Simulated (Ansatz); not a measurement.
`F[SiH]1[CH2][AlH]1` + H₂ → `[CH2]1[AlH][SiH2]1` + H–F at 298.15 K and 1 bar (hydrogenolysis of the Si–F bond).

Gas-phase electronic energies from Ansatz, PBE0-D4/def2-TZVP geometries. CBS: MP2 limit from def2 TZ/QZ plus the TZ coupled-cluster correction, frozen cores. This one scheme is used for every species.

```
             species  CCSD(T)/CBS energy (Eh)  H − E (kJ/mol)  S (J/(mol·K))
`F[SiH]1[CH2][AlH]1`               -671.34781           131.0          316.9
                  H₂                 -1.17544            35.1          130.4
`[CH2]1[AlH][SiH2]1`               -572.08710           141.2          301.5
                 H–F               -100.39570            33.5          173.6
```

H − E and S are ideal-gas, rigid-rotor, harmonic terms from PBE0-D4/def2-TZVP, for one conformer and one mirror image of each species. The MP2-based limit puts H₂ 0.8 mEh under its directly extrapolated value; such offsets cancel only in part. 1 Eh = 2625.50 kJ/mol, R = 8.31446 J/(mol·K).

Problem. By hand: ΔE, ΔH, ΔS and ΔG.

Solution. ΔE = (-572.08710) + (-100.39570) − (-671.34781) − (-1.17544) = 0.04045 Eh = 106.2 kJ/mol. Δ(H − E) = 141.2 + 33.5 − 131.0 − 35.1 = 8.6, so ΔH = 114.8 kJ/mol. ΔS = 301.5 + 173.6 − 316.9 − 130.4 = 27.8 J/(mol·K). ΔG = 114.8 − 298.15 × (27.8)/1000 = 106.5 kJ/mol.

Problem. By hand: the equilibrium constant, and the temperature at which ΔG would vanish if ΔH and ΔS stayed fixed.

Solution. log₁₀ K = −ΔG/(RT ln 10) = -18.7. ΔG = 0 at ΔH/ΔS = 4129 K, far beyond where these terms or the molecules hold.

ΔH outweighs TΔS. A doubt of 5 kJ/mol in ΔE shifts log₁₀ K by 0.9 here. Other conformers and mirror images would add mixing entropy, several J/(mol·K) or more a flexible species. These are equilibria of isolated gas molecules and say nothing of rates. Largest T1 diagnostic: 0.013 (customary marks: 0.02 for closed shells, 0.045 for open ones).
